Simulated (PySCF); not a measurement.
Input for PySCF: D3(BJ) and D4 dispersion corrections on CH2O2 (SMILES O=CO).

```python
from pyscf import gto
from pyscf.dispersion import dftd3, dftd4

mol = gto.M(
    atom='''
    O    -0.20787262   -1.39422841    2.45420746
    C    -0.22292026   -0.46165041    3.21363219
    O    -0.10716088    0.82343653    2.87770469
    H    -0.33682177   -0.55660154    4.30164396
    H    -0.00523154    0.89421611    1.90146979
    ''',
    basis='def2-svp',
    charge=0, spin=0, verbose=0, max_memory=1800)
d3, d4 = {}, {}
for xc in ['hf', 'pbe', 'blyp', 'revpbe', 'tpss', 'r2scan', 'b3lyp', 'pbe0', 'bhlyp', 'camb3lyp', 'b2plyp']:
    d3[xc] = float(dftd3.DFTD3Dispersion(mol, xc=xc, version='d3bj', atm=False).get_dispersion()['energy'])
    print(f'D3(BJ) {xc:10s} {d3[xc]:14.8f} Eh')
for xc in ['hf', 'pbe', 'blyp', 'revpbe', 'tpss', 'r2scan', 'b3lyp', 'pbe0', 'bhlyp', 'camb3lyp', 'b2plyp']:
    d4[xc] = float(dftd4.DFTD4Dispersion(mol, xc={'camb3lyp': 'cam-b3lyp'}.get(xc, xc), atm=True).get_dispersion()['energy'])
    print(f'D4     {xc:10s} {d4[xc]:14.8f} Eh')
```

Program output:

```
D3(BJ) hf            -0.01907921 Eh
D3(BJ) pbe           -0.00182489 Eh
D3(BJ) blyp          -0.00382624 Eh
D3(BJ) revpbe        -0.00509365 Eh
D3(BJ) tpss          -0.00221249 Eh
D3(BJ) r2scan        -0.00044578 Eh
D3(BJ) b3lyp         -0.00307998 Eh
D3(BJ) pbe0          -0.00147404 Eh
D3(BJ) bhlyp         -0.00229781 Eh
D3(BJ) camb3lyp      -0.00121083 Eh
D3(BJ) b2plyp        -0.00132785 Eh
D4     hf            -0.00736275 Eh
D4     pbe           -0.00164515 Eh
D4     blyp          -0.00389554 Eh
D4     revpbe        -0.00672644 Eh
D4     tpss          -0.00224465 Eh
D4     r2scan        -0.00038152 Eh
D4     b3lyp         -0.00265050 Eh
D4     pbe0          -0.00133555 Eh
D4     bhlyp         -0.00171135 Eh
D4     camb3lyp      -0.00130391 Eh
D4     b2plyp        -0.00113052 Eh
```

The run finished.

Cost: very roughly 0.010 core-seconds.
